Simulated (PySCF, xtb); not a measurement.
Sn(H)(vinyl)(OH)2 (C₂H₆O₂Sn), SMILES C=[CH][SnH]([OH])[OH].

GFN2-xTB (xtb) at its own geometry gives an orbital gap of 4.58 eV and a dipole moment of 3.49 D.

Geometry: B3LYP-D3(BJ)/def2-SVP. The structure was generated by enumeration; whether it is a known compound was not checked. The def2 effective core potentials stand for the cores of Sn; spin–orbit coupling is left out. Other conformers were not sampled.

### Question
What does PySCF with PBE/def2-TZVP give? (The exact figures need the calculation; the answer reports its results.)

### Answer
gap 4.76 eV (levels -6.63 and -1.87 eV), dipole 1.34 D.
